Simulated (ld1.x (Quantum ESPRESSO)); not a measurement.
Tc: RRKJ pseudisation with LDA (PZ), fully relativistic reference atom.

ld1.x (Quantum ESPRESSO) 7.5 input, shortened:

```
&input
   title='Tc', zed=43., rel=2, dft='PZ', iswitch=3,
   config='[Kr] 4d5 5s2 5p0', rel_dist='average'
 /
 &inputp
   pseudotype=2, tm=.false., rho0=0.01, lloc=0,
   nlcc=.true., rcore=1.30
 /
3
4P  2  1   6.00   0.00  1.50  1.50  0.0
4D  3  2   5.00   0.00  1.25  1.25  0.0
5S  1  0   2.00   0.00  2.15  2.15  0.0
 &test
   configts(1)='4p6 4d5 5s2 5p0'
 /
```

Open shells are filled in proportion to 2j + 1 (rel_dist='average').

All-electron outer shells of the reference configuration (LDA (PZ), scalar-relativistic, ld1.x):

```tsv
shell	level (eV)	outermost node (bohr)	outermost maximum (bohr)
3d	-250.19	–	0.31
4s	-73.39	0.50	0.95
4p	-45.40	0.51	1.03
4d	-6.81	0.50	1.27
5s	-5.27	1.28	2.72
5p	-1.53	1.45	3.63
```

Results:

- Cutoffs needed: 80 Ry and 120 Ry (the cutoffs (Ry, on a coarse ladder) from which the occupation-weighted sum of valence levels, in a spherical-Bessel basis at the reference potential, stays within 10 and 1 mRy of its value at 400 Ry)
- Ghost test: no extra level below or beside the all-electron valence levels (p1/2, p3/2, d3/2, d5/2, s, f tested) (spherical-Bessel basis up to 400 Ry, 20 bohr box)
- Largest excitation error: -338 meV (all-electron minus pseudo) for 4p6 4d3 5s0 5p0, out of 7 test configurations

Generation and tests took about 3.5 s on one core of a shared server CPU.
